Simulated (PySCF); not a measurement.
PySCF input file for GaH5Si, SMILES [GaH2][SiH3], TDDFT-CAM-B3LYP/def2-SVPD. Geometry optimised at PBE0-D3(BJ)/def2-TZVP.

```python
import numpy as np
from pyscf import gto, scf, dft, tdscf

mol = gto.M(
    atom='''
    Ga    0.01978208   -0.37715705   -0.72840129
    H    -1.29456800   -0.50857386   -1.58309152
    H     1.35461566   -0.95557351   -1.32578162
    Si   -0.03559375    0.72632251    1.41723703
    H    -0.07298394    2.20196251    1.19869037
    H     1.15387333    0.42506854    2.25991159
    H    -1.25586904    0.36046955    2.18939275
    ''',
    basis='def2-SVPD',
    charge=0,
    spin=0,
    max_memory=1600,
    verbose=4,
)
mf = dft.RKS(mol, xc='cam-b3lyp').density_fit(auxbasis='def2-universal-jkfit')
mf.grids.level = 3
mf.conv_tol = 1e-9
mf.max_cycle = 100
mf.kernel()
mf.grids = dft.Grids(mol).set(level=1).build(with_non0tab=True)  # coarser grid for the response kernel
td = tdscf.TDDFT(mf)
td.singlet = True
td.nstates = 10
td.conv_tol = 1e-4
td.kernel(x0=td.get_init_guess(mf, 15))
td.analyze()
tt = tdscf.TDA(mf)
tt.singlet = False
tt.nstates = 4
tt.conv_tol = 1e-4
tt.kernel(x0=tt.get_init_guess(mf, 9))
tt.analyze(verbose=3)
```

Output:

```
PySCF version 2.14.0

[INPUT] verbose = 4
[INPUT] num. atoms = 7
[INPUT] num. electrons = 50
[INPUT] charge = 0
[INPUT] spin (= nelec alpha-beta = 2S) = 0
[INPUT] symmetry False subgroup None
[INPUT] Mole.unit = angstrom
[INPUT] Symbol           X                Y                Z      unit          X                Y                Z       unit  Magmom
[INPUT]  1 Ga     0.019782080000  -0.377157050000  -0.728401290000 AA    0.037382713374  -0.712723530449  -1.376478946880 Bohr   0.0
[INPUT]  2 H     -1.294568000000  -0.508573860000  -1.583091520000 AA   -2.446378969626  -0.961065309513  -2.991609402921 Bohr   0.0
[INPUT]  3 H      1.354615660000  -0.955573510000  -1.325781620000 AA    2.559852601447  -1.805772225789  -2.505364162782 Bohr   0.0
[INPUT]  4 Si    -0.035593750000   0.726322510000   1.417237030000 AA   -0.067262439246   1.372550622007   2.678189840292 Bohr   0.0
[INPUT]  5 H     -0.072983940000   2.201962510000   1.198690370000 AA   -0.137919658092   4.161106080460   2.265196507454 Bohr   0.0
[INPUT]  6 H      1.153873330000   0.425068540000   2.259911590000 AA    2.180504576140   0.803263124769   4.270613970830 Bohr   0.0
[INPUT]  7 H     -1.255869040000   0.360469550000   2.189392750000 AA   -2.373248533920   0.681188725745   4.137352676608 Bohr   0.0

nuclear repulsion = 151.879482903024
number of shells = 44
number of NR pGTOs = 172
number of NR cGTOs = 102
basis = def2-SVPD
ecp = {}


******** <class 'pyscf.df.df_jk.DFRKS'> ********
method = DFRKS
initial guess = minao
damping factor = 0
level_shift factor = 0
DIIS = <class 'pyscf.scf.diis.CDIIS'>
diis_start_cycle = 1
diis_space = 8
diis_damp = 0
SCF conv_tol = 1e-09
SCF conv_tol_grad = None
SCF max_cycles = 100
direct_scf = False
XC library pyscf.dft.libxc version 7.1.2
    S. Lehtola, C. Steigemann, M. J. T. Oliveira, and M. A. L. Marques,  SoftwareX 7, 1–5 (2018)
XC functionals = cam-b3lyp
    T. Yanai, D. P. Tew, and N. C. Handy,  Chem. Phys. Lett. 393, 51 (2004)
radial grids:
    Treutler-Ahlrichs [JCP 102, 346 (1995); DOI:10.1063/1.469408] (M4) radial grids

becke partition: Becke, JCP 88, 2547 (1988); DOI:10.1063/1.454033
pruning grids: <function nwchem_prune>
grids dens level: 3
symmetrized grids: False
atomic radii adjust function: <function treutler_atomic_radii_adjust>
small_rho_cutoff = 0
Set gradient conv threshold to 3.16228e-05
Initial guess from minao.
tot grids = 89128
******** <class 'pyscf.df.df.DF'> ********
auxbasis = def2-universal-jkfit
Create RSH-DF object <pyscf.df.df.DF object> for omega=0.33
******** <class 'pyscf.df.df.DF'> ********
auxbasis = auxmol.basis = def2-universal-jkfit
init E= -2216.3180647464
  HOMO = -0.274626538690566  LUMO = -0.0714287353695573  gap/eV = 5.52929
cycle= 1 E= -2217.07277983579  delta_E= -0.755  |g|= 0.456  |ddm|= 2.47
  HOMO = -0.344525604422792  LUMO = -0.0663215127870065  gap/eV = 7.57032
cycle= 2 E= -2217.07445738274  delta_E= -0.00168  |g|= 0.505  |ddm|= 0.693
  HOMO = -0.328677226445707  LUMO = -0.0476238806866718  gap/eV = 7.64785
cycle= 3 E= -2217.10061954374  delta_E= -0.0262  |g|= 0.0175  |ddm|= 0.376
  HOMO = -0.324905210786274  LUMO = -0.0429567028421665  gap/eV = 7.67221
cycle= 4 E= -2217.1007515596  delta_E= -0.000132  |g|= 0.00654  |ddm|= 0.0712
  HOMO = -0.327020454926848  LUMO = -0.0441657648023064  gap/eV = 7.69687
cycle= 5 E= -2217.10076850872  delta_E= -1.69e-05  |g|= 0.000855  |ddm|= 0.0158
  HOMO = -0.326821651750466  LUMO = -0.0441554534078836  gap/eV = 7.69174
cycle= 6 E= -2217.1007689402  delta_E= -4.31e-07  |g|= 0.000263  |ddm|= 0.00252
  HOMO = -0.326818410619427  LUMO = -0.0441219127172423  gap/eV = 7.69256
cycle= 7 E= -2217.10076897013  delta_E= -2.99e-08  |g|= 3.98e-05  |ddm|= 0.000718
  HOMO = -0.32682374883046  LUMO = -0.0441275791447002  gap/eV = 7.69255
cycle= 8 E= -2217.1007689716  delta_E= -1.48e-09  |g|= 8.9e-06  |ddm|= 0.000113
  HOMO = -0.32682457913046  LUMO = -0.0441271153657454  gap/eV = 7.69259
cycle= 9 E= -2217.10076897164  delta_E= -4.09e-11  |g|= 1.03e-06  |ddm|= 2.88e-05
  HOMO = -0.326824274576998  LUMO = -0.0441269714383279  gap/eV = 7.69259
Extra cycle  E= -2217.10076897166  delta_E= -1.5e-11  |g|= 5.12e-07  |ddm|= 3.68e-06
converged SCF energy = -2217.10076897166
tot grids = 26192


******** <class 'pyscf.tdscf.rks.TDDFT'> for <class 'pyscf.df.df_jk.DFRKS'> ********
nstates = 10 singlet
deg_eia_thresh = 1.000e-03
wfnsym = None
conv_tol = 0.0001
eigh lindep = 1e-12
eigh level_shift = 0
eigh max_cycle = 100


Excitation energies (eV)
[4.15007567 4.96588191 6.97158156 7.01829356 7.04766009 7.16234509
 7.37012912 7.58452669 7.92587125 8.13679842]

** Singlet excitation energies and oscillator strengths **
Excited State   1:      4.15008 eV    298.75 nm  f=0.0018
      25 -> 26       -0.70359
Excited State   2:      4.96588 eV    249.67 nm  f=0.0000
      24 -> 26        0.70079
Excited State   3:      6.97158 eV    177.84 nm  f=0.0433
      22 -> 26        0.33135
      23 -> 26        0.26032
      25 -> 28        0.31575
      25 -> 29        0.44808
Excited State   4:      7.01829 eV    176.66 nm  f=0.0195
      22 -> 26       -0.11346
      23 -> 26        0.23854
      25 -> 27        0.62637
      25 -> 30        0.12432
Excited State   5:      7.04766 eV    175.92 nm  f=0.0408
      22 -> 26        0.52320
      23 -> 26       -0.23343
      25 -> 27        0.16680
      25 -> 28       -0.34394
Excited State   6:      7.16235 eV    173.11 nm  f=0.0589
      22 -> 26       -0.28447
      23 -> 26       -0.26428
      25 -> 28       -0.22757
      25 -> 29        0.50650
      25 -> 30       -0.10467
Excited State   7:      7.37013 eV    168.23 nm  f=0.4098
      23 -> 26       -0.47627
      25 -> 27        0.17893
      25 -> 28        0.38005
      25 -> 30        0.26179
Excited State   8:      7.58453 eV    163.47 nm  f=0.2062
      25 -> 27        0.12796
      25 -> 28        0.22952
      25 -> 30       -0.56025
      25 -> 31       -0.27333
Excited State   9:      7.92587 eV    156.43 nm  f=0.1901
      24 -> 27       -0.61234
      24 -> 28       -0.32349
Excited State  10:      8.13680 eV    152.37 nm  f=0.0507
      24 -> 28       -0.17592
      24 -> 30        0.13370
      25 -> 27       -0.10605
      25 -> 30        0.21578
      25 -> 31       -0.56688
      25 -> 32       -0.15835

** Transition electric dipole moments (AU) **
state          X           Y           Z        Dip. S.      Osc.
  1        -0.0252     -0.1207      0.0511      0.0178      0.0018
  2         0.0136      0.0034     -0.0016      0.0002      0.0000
  3        -0.2120      0.2557      0.3782      0.2534      0.0433
  4         0.0446      0.0579      0.3283      0.1131      0.0195
  5         0.0889     -0.1880     -0.4395      0.2364      0.0408
  6        -0.3616     -0.1520     -0.4262      0.3355      0.0589
  7        -0.0150      0.8384      1.2516      2.2696      0.4098
  8        -0.0928      0.3026      1.0047      1.1096      0.2062
  9         0.9718     -0.1516      0.1080      0.9790      0.1901
 10         0.1611     -0.3561     -0.3188      0.2544      0.0507

** Transition velocity dipole moments (imaginary part, AU) **
state          X           Y           Z        Dip. S.      Osc.
  1        -0.0044     -0.0209      0.0090      0.0005      0.0023
  2         0.0026      0.0007     -0.0003      0.0000      0.0000
  3        -0.0558      0.0672      0.0990      0.0174      0.0454
  4         0.0118      0.0160      0.0887      0.0083      0.0214
  5         0.0237     -0.0496     -0.1156      0.0164      0.0422
  6        -0.0978     -0.0406     -0.1141      0.0242      0.0614
  7        -0.0040      0.2318      0.3455      0.1731      0.4261
  8        -0.0264      0.0852      0.2849      0.0891      0.2131
  9         0.2817     -0.0439      0.0314      0.0823      0.1883
 10         0.0506     -0.1083     -0.0966      0.0236      0.0527

** Transition magnetic dipole moments (imaginary part, AU) **
state          X           Y           Z
  1        -1.1068      0.1883     -0.1035
  2        -0.0146      0.5332      1.1253
  3        -0.0135     -0.1025     -0.2067
  4        -0.0016      0.0378      0.0725
  5         0.0721     -0.2111     -0.3335
  6         0.0133      0.0916      0.2159
  7        -0.2185      0.0054     -0.0298
  8         0.7266     -0.0928      0.0611
  9         0.1362      0.6879     -0.3461
 10         0.2948     -0.7284      0.2356


******** <class 'pyscf.tdscf.rks.TDA'> for <class 'pyscf.df.df_jk.DFRKS'> ********
nstates = 4 triplet
deg_eia_thresh = 1.000e-03
wfnsym = None
conv_tol = 0.0001
eigh lindep = 1e-12
eigh level_shift = 0
eigh max_cycle = 100


Excitation energies (eV)
[3.55533555 4.50701501 6.17013423 6.24715471]

** Triplet excitation energies and oscillator strengths **
Excited State   1:      3.55534 eV    348.73 nm  f=0.0000
Excited State   2:      4.50702 eV    275.09 nm  f=0.0000
Excited State   3:      6.17013 eV    200.94 nm  f=0.0000
Excited State   4:      6.24715 eV    198.47 nm  f=0.0000
```

The run converged.
